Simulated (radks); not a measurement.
All-electron atom: Se II in [Ar] 3d10 4s2 4p3 (the NIST ground configuration). Calculated with a radial shooting solver on a logarithmic mesh with Libxc functionals: Dirac Kohn-Sham, PBEsol, spin-unpolarised, spherical densities, point nucleus; open shells fill j = l - 1/2 first.

Normalised radial functions P(r) = r R(r) (large component), r in bohr:

```
   r/bohr * 4p1/2 (the largest magnitude, 0.749, reaches the edge; | marks zero)
 0.002887                             *
  0.00379                             *
 0.004974                             *
 0.006477                             *
 0.008502                             *
  0.01116                             |*
  0.01453                             |*
  0.01907                             |*
  0.02503                             | *
   0.0326                             |  *
  0.04279                             |   *
  0.05616                             |     *
  0.07313                             |      *
  0.09599                             |      *
    0.126                             |      *
   0.1641                             |   *
   0.2153                            *|
   0.2827                      *      |
   0.3681                 *           |
   0.4831                  *          |
   0.6341                        *    |
   0.8323                             |     *
    1.084                             |                *
    1.423                             |                        *
    1.867                             |                          *
    2.431                             |                     *
    3.192                             |             *
    4.189                             |      *
    5.455                             | *
     7.16                             *
```

4p1/2: eigenvalue -15.646 eV, 2 radial nodes at r = 0.206, 0.729 bohr, <r> = 2.09 bohr, 90 % of the charge inside 3.18 bohr.
